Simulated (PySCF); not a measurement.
Compound: C₇H₇F.
Bonds: C1–C2, C2–C3 (aromatic), C3–C4 (aromatic), C4–C5 (aromatic), C5–C6 (aromatic), C6–C7 (aromatic), C7–F8, C2–C7 (aromatic). Hydrogens: H9, H10, H11 on C1; H12 on C3; H13 on C4; H14 on C5; H15 on C6.

The closed-shell ground state was solved at several levels (PySCF, density fitting, gas phase, non-relativistic). Isolated species at its PBE0-D3(BJ)/def2-TZVP geometry, gas phase.

| level | basis functions | HOMO (eV) | LUMO (eV) | gap (eV) | dipole (D) |
| --- | --- | --- | --- | --- | --- |
| B97-2/pcSseg-2 | 386 | -6.78 | -0.41 | 6.37 | 1.20 |
| PBE0/pcSseg-2 | 386 | -7.03 | -0.38 | 6.65 | 1.21 |
| KT3/pcSseg-2 | 386 | -6.00 | -1.21 | 4.79 | 1.11 |

Problem. Estimate the row for wB97X-D/pcSseg-2, a basis of 386 functions; the other rows only guide the guess.

Solution. HOMO -8.78 eV, LUMO 1.37 eV, gap 10.15 eV, dipole 1.23 D.

Problem. Over all these levels, which gives the widest orbital gap and which the narrowest?

Solution. wB97X-D/pcSseg-2 (range-separated hybrid) has the widest, 10.15 eV, and KT3/pcSseg-2 (GGA) the narrowest, 4.79 eV. From the narrowest to the widest the HOMO moves by -2.78 eV and the LUMO by +2.58 eV.

Problem. In the pcSseg-2 basis, how does the gap go with the fixed share of exact exchange?

Solution. KT3 (0 %) 4.79 eV; B97-2 (21 %) 6.37 eV; PBE0 (25 %) 6.65 eV. Each rise in the share widens the gap here.

Problem. How far do the dipole and the HOMO energy spread over the levels?

Solution. The dipole runs from 1.11 to 1.23 D (mean 1.19 D) and the HOMO from -8.78 to -6.00 eV.
